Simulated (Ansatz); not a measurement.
Basis-set extrapolation for `N[Si](N)(F)F` (PBE0-D4/def2-TZVP geometry, frozen core, Ansatz 0.2.0). Multiplicity 1, RHF reference.

```json
{"": "HF", "def2-TZVPP": "-599.427397", "def2-QZVPP": "-599.452629"}
{"": "MP2 correlation", "def2-TZVPP": "-1.039279", "def2-QZVPP": "-1.129645"}
{"": "CCSD(T) correlation", "def2-TZVPP": "-1.091808", "def2-QZVPP": "not run"}
```

Energies in hartree. Use E(X) = E(∞) + A·exp(−7.88·√X) for Hartree–Fock and E(X) = E(∞) + B·X^(−2.97) for correlation, with X = 3 and 4, and add CCSD(T) minus MP2 of the smaller set to the MP2 limit.

What is the CCSD(T) energy at the basis-set limit?

HF limit: -599.452629 + (-0.025232) × 0.13774 = -599.45610. MP2 limit: -1.129645 + (-0.090366) × 0.74074 = -1.19658. Higher-order term: -1.091808 − (-1.039279) = -0.05253. Total: -600.70521 hartree, 5.06 eV below CCSD(T)/def2-TZVPP.
